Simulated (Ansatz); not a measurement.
These are PBE-D3(BJ)/def2-SVP run with Ansatz (an electronic-structure program) values and carry that method's errors. No frequencies were computed at this level.

Ansatz 0.2 input:
```yaml
crystal:
  periodic: [false, false, false]
  atoms:
    - { symbol: B, position_ang: [-0.942325, -1.638944, -1.033706] }
    - { symbol: C, position_ang: [-0.420085, -0.97773, 0.2975] }
    - { symbol: C, position_ang: [-1.510486, -0.223824, 1.074521] }
    - { symbol: C, position_ang: [-1.914403, 1.030232, 0.304526] }
    - { symbol: C, position_ang: [-0.709608, 1.943329, 0.098336] }
    - { symbol: C, position_ang: [0.422673, 1.196534, -0.599949] }
    - { symbol: C, position_ang: [0.812701, -0.051378, 0.198706] }
    - { symbol: C, position_ang: [1.994772, -0.735531, -0.412888] }
    - { symbol: C, position_ang: [3.079761, -1.08047, 0.255583] }
    - { symbol: H, position_ang: [-2.043191, -2.034507, -1.072973] }
    - { symbol: H, position_ang: [-0.254067, -1.805892, -1.962129] }
    - { symbol: H, position_ang: [-0.121892, -1.845731, 0.908804] }
    - { symbol: H, position_ang: [-1.139869, 0.063886, 2.062622] }
    - { symbol: H, position_ang: [-2.380549, -0.867167, 1.216618] }
    - { symbol: H, position_ang: [-2.31429, 0.732828, -0.66836] }
    - { symbol: H, position_ang: [-2.697866, 1.567819, 0.844085] }
    - { symbol: H, position_ang: [-0.999173, 2.815654, -0.492201] }
    - { symbol: H, position_ang: [-0.358938, 2.301728, 1.069751] }
    - { symbol: H, position_ang: [0.09893, 0.892425, -1.598272] }
    - { symbol: H, position_ang: [1.28947, 1.85344, -0.707691] }
    - { symbol: H, position_ang: [1.086992, 0.260795, 1.214318] }
    - { symbol: H, position_ang: [1.924415, -0.941345, -1.471578] }
    - { symbol: H, position_ang: [3.183999, -0.883603, 1.310927] }
    - { symbol: H, position_ang: [3.913037, -1.572546, -0.217277] }
basis:
  gaussian: { orbitals: def2-svp }
hamiltonian:
  xc: pbe
  dispersion: d3bj
relax:
  max_steps: 150
```

Output:

```
Functional definition: PBE
2288 factors; their error is unknown
mean field evaluation 1: about -9176.3841 eV, gradient 8.4e1 eV
mean field evaluation 2: about -9141.5515 eV, gradient 1.4e2 eV
mean field evaluation 4: about -9195.6699 eV, gradient 1.3e1 eV
mean field evaluation 8: about -9196.1318 eV, gradient 2.5e-1 eV
mean field evaluation 16: about -9196.0169 eV, gradient 3.5e-3 eV
mean field -9196.01692376 eV, -337.9473886639 hartree, gradient 6.0e-5 eV, S^2 0.000000; 0 other end points of the search recorded, 0 dependent functions left out
reference -9196.01696668 eV, -337.9473902412 hartree; 34, 34 occupied and 167, 167 virtual orbitals, 2288 factors
relax step   1: F+E_penalty+E_count = -9196.70125736 eV  Δ(F+E_penalty+E_count) = +0.000e0 eV  max|allowed force component| = 1.258e0 eV/Å  Δτ_max = 0.0000 Å  (30 SCF iters, accepted)
these checks for a lower state are left out or cut short: starts, cluster_reference, orbital_swaps, neighbouring_geometries, increment
2288 factors; their error is unknown
mean field -9196.22736834 eV, -337.9551223596 hartree, gradient 1.5e-5 eV, S^2 0.000000; 0 other end points of the search recorded, 0 dependent functions left out
reference -9196.22741193 eV, -337.9551239617 hartree; 34, 34 occupied and 167, 167 virtual orbitals, 2288 factors
relax step   2: F+E_penalty+E_count = -9196.90174865 eV  Δ(F+E_penalty+E_count) = -2.005e-1 eV  max|allowed force component| = 3.979e-1 eV/Å  Δτ_max = 0.0646 Å  (30 SCF iters, accepted)
these checks for a lower state are left out or cut short: starts, cluster_reference, orbital_swaps, neighbouring_geometries, increment
2288 factors; their error is unknown
mean field evaluation 32: about -9196.2509 eV, gradient 3.2e-3 eV
mean field -9196.25090362 eV, -337.9559872652 hartree, gradient 1.6e-5 eV, S^2 0.000000; 0 other end points of the search recorded, 0 dependent functions left out
reference -9196.25094750 eV, -337.9559888778 hartree; 34, 34 occupied and 167, 167 virtual orbitals, 2288 factors
relax step   3: F+E_penalty+E_count = -9196.92211983 eV  Δ(F+E_penalty+E_count) = -2.037e-2 eV  max|allowed force component| = 2.526e-1 eV/Å  Δτ_max = 0.0666 Å  (31 SCF iters, accepted)
these checks for a lower state are left out or cut short: starts, cluster_reference, orbital_swaps, neighbouring_geometries, increment
2288 factors; their error is unknown
mean field -9196.25633163 eV, -337.9561867410 hartree, gradient 1.6e-5 eV, S^2 0.000000; 0 other end points of the search recorded, 0 dependent functions left out
reference -9196.25637549 eV, -337.9561883529 hartree; 34, 34 occupied and 167, 167 virtual orbitals, 2288 factors
relax step   4: F+E_penalty+E_count = -9196.92668314 eV  Δ(F+E_penalty+E_count) = -4.563e-3 eV  max|allowed force component| = 7.774e-2 eV/Å  Δτ_max = 0.0336 Å  (31 SCF iters, accepted)
these checks for a lower state are left out or cut short: starts, cluster_reference, orbital_swaps, neighbouring_geometries, increment
2288 factors; their error is unknown
mean field -9196.25875715 eV, -337.9562758772 hartree, gradient 1.7e-5 eV, S^2 0.000000; 0 other end points of the search recorded, 0 dependent functions left out
reference -9196.25880100 eV, -337.9562774887 hartree; 34, 34 occupied and 167, 167 virtual orbitals, 2288 factors
relax step   5: F+E_penalty+E_count = -9196.92801726 eV  Δ(F+E_penalty+E_count) = -1.334e-3 eV  max|allowed force component| = 3.291e-1 eV/Å  Δτ_max = 0.0898 Å  (30 SCF iters, accepted)
these checks for a lower state are left out or cut short: starts, cluster_reference, orbital_swaps, neighbouring_geometries, increment
2288 factors; their error is unknown
mean field -9196.26152891 eV, -337.9563777375 hartree, gradient 1.6e-5 eV, S^2 0.000000; 0 other end points of the search recorded, 0 dependent functions left out
reference -9196.26157278 eV, -337.9563793495 hartree; 34, 34 occupied and 167, 167 virtual orbitals, 2288 factors
relax step   6: F+E_penalty+E_count = -9196.93074052 eV  Δ(F+E_penalty+E_count) = -2.723e-3 eV  max|allowed force component| = 1.073e-1 eV/Å  Δτ_max = 0.0188 Å  (32 SCF iters, accepted)
these checks for a lower state are left out or cut short: starts, cluster_reference, orbital_swaps, neighbouring_geometries, increment
2288 factors; their error is unknown
mean field -9196.26302570 eV, -337.9564327437 hartree, gradient 1.6e-5 eV, S^2 0.000000; 0 other end points of the search recorded, 0 dependent functions left out
reference -9196.26306959 eV, -337.9564343565 hartree; 34, 34 occupied and 167, 167 virtual orbitals, 2288 factors
relax step   7: F+E_penalty+E_count = -9196.93190978 eV  Δ(F+E_penalty+E_count) = -1.169e-3 eV  max|allowed force component| = 3.158e-2 eV/Å  Δτ_max = 0.0229 Å  (31 SCF iters, accepted)
these checks for a lower state are left out or cut short: starts, cluster_reference, orbital_swaps, neighbouring_geometries, increment
2288 factors; their error is unknown
mean field evaluation 64: about -9196.3761 eV, gradient 7.4e-3 eV
mean field -9196.26417864 eV, -337.9564751132 hartree, gradient 1.6e-5 eV, S^2 0.000000; 0 other end points of the search recorded, 0 dependent functions left out
reference -9196.26422253 eV, -337.9564767261 hartree; 34, 34 occupied and 167, 167 virtual orbitals, 2288 factors
relax step   8: F+E_penalty+E_count = -9196.93260975 eV  Δ(F+E_penalty+E_count) = -7.000e-4 eV  max|allowed force component| = 4.076e-2 eV/Å  Δτ_max = 0.0396 Å  (31 SCF iters, accepted)
these checks for a lower state are left out or cut short: starts, cluster_reference, orbital_swaps, neighbouring_geometries, increment
2288 factors; their error is unknown
mean field -9196.26489041 eV, -337.9565012704 hartree, gradient 1.6e-5 eV, S^2 0.000000; 0 other end points of the search recorded, 0 dependent functions left out
reference -9196.26493430 eV, -337.9565028832 hartree; 34, 34 occupied and 167, 167 virtual orbitals, 2288 factors
relax step   9: F+E_penalty+E_count = -9196.93292846 eV  Δ(F+E_penalty+E_count) = -3.187e-4 eV  max|allowed force component| = 1.174e-2 eV/Å  Δτ_max = 0.0371 Å  (31 SCF iters, accepted)
these checks for a lower state are left out or cut short: starts, cluster_reference, orbital_swaps, neighbouring_geometries, increment
2288 factors; their error is unknown
mean field -9196.26538762 eV, -337.9565195424 hartree, gradient 1.6e-5 eV, S^2 0.000000; 0 other end points of the search recorded, 0 dependent functions left out
reference -9196.26543149 eV, -337.9565211545 hartree; 34, 34 occupied and 167, 167 virtual orbitals, 2288 factors
relax step  10: F+E_penalty+E_count = -9196.93318198 eV  Δ(F+E_penalty+E_count) = -2.535e-4 eV  max|allowed force component| = 1.653e-2 eV/Å  Δτ_max = 0.0365 Å  (31 SCF iters, accepted)
these checks for a lower state are left out or cut short: starts, cluster_reference, orbital_swaps, neighbouring_geometries, increment
2288 factors; their error is unknown
mean field -9196.26547034 eV, -337.9565225823 hartree, gradient 1.6e-5 eV, S^2 0.000000; 0 other end points of the search recorded, 0 dependent functions left out
reference -9196.26551419 eV, -337.9565241938 hartree; 34, 34 occupied and 167, 167 virtual orbitals, 2288 factors
relax step  11: F+E_penalty+E_count = -9196.93324637 eV  Δ(F+E_penalty+E_count) = -6.439e-5 eV  max|allowed force component| = 3.252e-2 eV/Å  Δτ_max = 0.0323 Å  (31 SCF iters, accepted)
these checks for a lower state are left out or cut short: starts, cluster_reference, orbital_swaps, neighbouring_geometries, increment
2288 factors; their error is unknown
mean field evaluation 96: about -9196.2656 eV, gradient 1.6e-5 eV
mean field -9196.26555110 eV, -337.9565255501 hartree, gradient 1.6e-5 eV, S^2 0.000000; 0 other end points of the search recorded, 0 dependent functions left out
reference -9196.26559494 eV, -337.9565271614 hartree; 34, 34 occupied and 167, 167 virtual orbitals, 2288 factors
relax step  12: F+E_penalty+E_count = -9196.93335495 eV  Δ(F+E_penalty+E_count) = -1.086e-4 eV  max|allowed force component| = 1.055e-2 eV/Å  Δτ_max = 0.0085 Å  (32 SCF iters, accepted)
these checks for a lower state are left out or cut short: starts, cluster_reference, orbital_swaps, neighbouring_geometries, increment
2288 factors; their error is unknown
mean field -9196.26570072 eV, -337.9565310485 hartree, gradient 1.7e-5 eV, S^2 0.000000; 0 other end points of the search recorded, 0 dependent functions left out
reference -9196.26574456 eV, -337.9565326598 hartree; 34, 34 occupied and 167, 167 virtual orbitals, 2288 factors
relax step  13: F+E_penalty+E_count = -9196.93336195 eV  Δ(F+E_penalty+E_count) = -7.001e-6 eV  max|allowed force component| = 1.787e-2 eV/Å  Δτ_max = 0.0125 Å  (32 SCF iters, accepted)
these checks for a lower state are left out or cut short: starts, cluster_reference, orbital_swaps, neighbouring_geometries, increment
2288 factors; their error is unknown
mean field -9196.26553599 eV, -337.9565249951 hartree, gradient 1.6e-5 eV, S^2 0.000000; 0 other end points of the search recorded, 0 dependent functions left out
reference -9196.26557985 eV, -337.9565266067 hartree; 34, 34 occupied and 167, 167 virtual orbitals, 2288 factors
relax step  14: F+E_penalty+E_count = -9196.93340805 eV  Δ(F+E_penalty+E_count) = -4.610e-5 eV  max|allowed force component| = 5.007e-3 eV/Å  Δτ_max = 0.0204 Å  (32 SCF iters, accepted)
2288 factors; their error is unknown
mean field evaluation 128: about -9196.2655 eV, gradient 1.0e-3 eV
mean field -9196.26553599 eV, -337.9565249951 hartree, gradient 2.9e-5 eV, S^2 0.000000; 1 other end points of the search recorded, 0 dependent functions left out
reference -9196.26557985 eV, -337.9565266067 hartree; 34, 34 occupied and 167, 167 virtual orbitals, 2288 factors
Total energy: -9196.93345190 eV, -337.9810704519 hartree
Atom 0 at    -0.914964    -1.760415    -0.973919 Å, force    -0.005007    -0.001066     0.000082 eV/Å
Atom 1 at    -0.460684    -0.947154     0.274029 Å, force     0.000399     0.002044    -0.002061 eV/Å
Atom 2 at    -1.577039    -0.209636     1.036323 Å, force     0.000478     0.000002     0.000350 eV/Å
Atom 3 at    -1.938364     1.092405     0.308471 Å, force    -0.000402    -0.000926    -0.000160 eV/Å
Atom 4 at    -0.708278     1.990038     0.126192 Å, force     0.000788     0.001555     0.000145 eV/Å
Atom 5 at     0.450496     1.248664    -0.552373 Å, force    -0.000216    -0.000821     0.000577 eV/Å
Atom 6 at     0.812569    -0.060020     0.186727 Å, force     0.000710     0.001431    -0.001304 eV/Å
Atom 7 at     1.992903    -0.745430    -0.444031 Å, force     0.000583     0.000384     0.001330 eV/Å
Atom 8 at     3.130895    -1.063883     0.197173 Å, force    -0.001088    -0.000383     0.000125 eV/Å
Atom 9 at    -2.054981    -2.194638    -1.013796 Å, force     0.002724     0.000573     0.000440 eV/Å
Atom 10 at    -0.148171    -2.086900    -1.861333 Å, force     0.002686     0.000086    -0.000289 eV/Å
Atom 11 at    -0.185387    -1.880944     0.854993 Å, force     0.000439    -0.002178     0.001354 eV/Å
Atom 12 at    -1.239168     0.033276     2.069376 Å, force    -0.000094     0.000403     0.000524 eV/Å
Atom 13 at    -2.470678    -0.859760     1.133548 Å, force    -0.000011    -0.000044     0.000152 eV/Å
Atom 14 at    -2.359723     0.836259    -0.691066 Å, force    -0.000529     0.000095     0.000189 eV/Å
Atom 15 at    -2.736852     1.637316     0.854418 Å, force     0.000298    -0.000067    -0.000118 eV/Å
Atom 16 at    -0.972021     2.899820    -0.453162 Å, force    -0.000308    -0.000244     0.000059 eV/Å
Atom 17 at    -0.369912     2.345967     1.125459 Å, force    -0.000328    -0.000391    -0.000062 eV/Å
Atom 18 at     0.170913     0.992728    -1.600720 Å, force    -0.000192     0.000073    -0.000767 eV/Å
Atom 19 at     1.345553     1.901925    -0.616487 Å, force    -0.000133     0.000025     0.000326 eV/Å
Atom 20 at     1.099942     0.215380     1.228320 Å, force     0.000402     0.001067     0.000112 eV/Å
Atom 21 at     1.897500    -0.987844    -1.517634 Å, force    -0.000337    -0.000322    -0.000891 eV/Å
Atom 22 at     3.268636    -0.836163     1.268213 Å, force    -0.000581    -0.001498    -0.000011 eV/Å
Atom 23 at     3.966822    -1.560987    -0.319447 Å, force    -0.000280     0.000199    -0.000102 eV/Å
Dipole moment:    -0.018309     0.125524     0.135704 e Å
```

Cost: roughly 2.6 core-minutes.
